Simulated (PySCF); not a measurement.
Radial density of Yb⁵⁴⁺ (ytterbium, charge +54)

B2PLYP, [Ne] 3s2 3p4, high-spin 3P determinant. Computed with PySCF 2.14 in an uncontracted even-tempered set (17 s from 13 bohr⁻², ratio 2.5; 12 p from 17 bohr⁻², ratio 2.5; 4 d from 69 bohr⁻², ratio 2.7; 4 f from 100 bohr⁻², ratio 2.7), with scalar relativity by spin-free X2C-1e.

```json
{"r (bohr)": "0.0149", "4πr²ρ (e/bohr)": "94.58", "4πr²(ρα − ρβ)": "0.9381"}
{"r (bohr)": "0.0251", "4πr²ρ (e/bohr)": "80.68", "4πr²(ρα − ρβ)": "2.9175"}
{"r (bohr)": "0.0422", "4πr²ρ (e/bohr)": "101.6", "4πr²(ρα − ρβ)": "4.9199"}
{"r (bohr)": "0.0710", "4πr²ρ (e/bohr)": "103.5", "4πr²(ρα − ρβ)": "1.3379"}
{"r (bohr)": "0.119", "4πr²ρ (e/bohr)": "41.40", "4πr²(ρα − ρβ)": "3.8744"}
{"r (bohr)": "0.201", "4πr²ρ (e/bohr)": "38.74", "4πr²(ρα − ρβ)": "12.2784"}
{"r (bohr)": "0.338", "4πr²ρ (e/bohr)": "4.840", "4πr²(ρα − ρβ)": "1.6022"}
{"r (bohr)": "0.568", "4πr²ρ (e/bohr)": "0.02068", "4πr²(ρα − ρβ)": "0.0061"}
```

Densities and radii are taken from the X2C orbitals without a picture-change correction, which distorts them close to the nucleus.

Spin-orbit coupling is strong in this species (close to jj coupling), so the high-spin LS determinant is a model state, not a physical level.
